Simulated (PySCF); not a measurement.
Labels have come off several samples. The candidates:

A. `n1n(CCC)ncc1`
B. SMILES CCc1nncn1C
C. `CCn1ncc(C)n1`

Spectrum 1. 1H NMR (400 MHz, computed): δ 7.62 (s, 1H), 3.69 (s, 3H), 2.90 (q, 2H), 1.25 (t, 3H). 13C{1H} NMR (computed): δ 158.4 (C), 147.1 (CH), 30.8 (CH3), 22.6 (CH2), 16.1 (CH3).

Spectrum 2. 1H NMR (400 MHz, computed): δ 7.66 (s, 2H), 4.49 (t, 2H), 1.84 (m, 2H), 0.84 (t, 3H). 13C{1H} NMR (computed): δ 138.5 (CH), 57.7 (CH2), 29.3 (CH2), 13.7 (CH3).

Spectrum 3. 1H NMR (400 MHz, computed): δ 7.44 (s, 1H), 4.41 (q, 2H), 2.50 (s, 3H), 1.41 (t, 3H). 13C{1H} NMR (computed): δ 148.5 (C), 138.0 (CH), 51.3 (CH2), 19.5 (CH3), 13.0 (CH3).

- shieldings: GIAO PBE0/pcSseg-1
- coordinates at the GFN2-xTB level
- program: PySCF
- no solvent, equivalent nuclei averaged, single conformer, non-relativistic Hamiltonian

References, each an isolated molecule treated in the same way: TMS for 1H (σref 31.72) and 13C (σref 186.93). Where no couplings were computed, multiplicities follow the n + 1 count of equivalent neighbours, and m marks all less simple cases (inequivalent or close neighbours, rings, F or P nearby). Shifts are as computed. Against solution values, carbons near 30 ppm lie about +3 ppm off and those near 130 ppm about +5 ppm. Of 1211 compounds with measured shifts, 218 miss one by over three times the rms of a fit or turn the order of signals round; such compounds aren't used in these exercises.

Problem. Match each spectrum to its structure.

Solution. 1–B, 2–A, 3–C.

- Spectrum 1 (B): 5 13C signals; δC 30.8 is a methyl carbon bonded to N; δC 22.6 is an sp3 CH2 on an aromatic ring.
- Spectrum 2 (A): 4 13C signals; δC 57.7 is an sp3 CH2 bonded to N; δC 29.3 is an sp3 CH2.
- Spectrum 3 (C): 5 13C signals; δC 51.3 is an sp3 CH2 bonded to N; δC 19.5 is a methyl carbon.
